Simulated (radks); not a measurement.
Species: Cr+. Configuration: [Ar] 3d5. Calculated with a radial shooting solver on a logarithmic mesh with Libxc functionals: scalar-relativistic Kohn-Sham, Slater X-alpha with alpha = 0.638, spin-polarised, spherical densities, finite nucleus; open shells are filled with parallel spins first; Fermi nuclear charge, rms radius 3.6452 fm.

Radial electron density D(r) = 4 pi r^2 rho(r):

r (bohr),D(r) (e/bohr),spin D(r)
0.002384,0.6493,-0.0000817
0.003079,1.040,-0.000131
0.003977,1.649,-0.000207
0.005097,2.546,-0.000320
0.006584,3.925,-0.000493
0.008505,5.926,-0.000744
0.01099,8.713,-0.00109
0.01419,12.38,-0.00156
0.01833,16.82,-0.00212
0.02349,21.47,-0.00275
0.03035,25.77,-0.00342
0.0392,28.36,-0.00414
0.05063,28.26,-0.00506
0.06541,25.64,-0.00652
0.08449,22.60,-0.00810
0.1091,22.27,-0.00535
0.1399,25.83,0.0167
0.1807,30.47,0.0973
0.2334,30.27,0.304
0.3015,22.92,0.719
0.3894,13.83,1.39
0.503,10.35,2.23
0.6446,12.19,2.97
0.8327,13.14,3.29
1.076,10.05,3.02
1.389,5.566,2.33
1.795,2.475,1.53
2.318,1.012,0.848
2.971,0.4031,0.386
3.838,0.1278,0.127
4.957,0.02769,0.0277
6.404,0.003498,0.00350

D(r) has 3 maxima, at r = 0.0442, 0.205, 0.781 bohr, and minima at 0.0984, 0.503 bohr, inside which lie 2.13, 10.60 electrons.
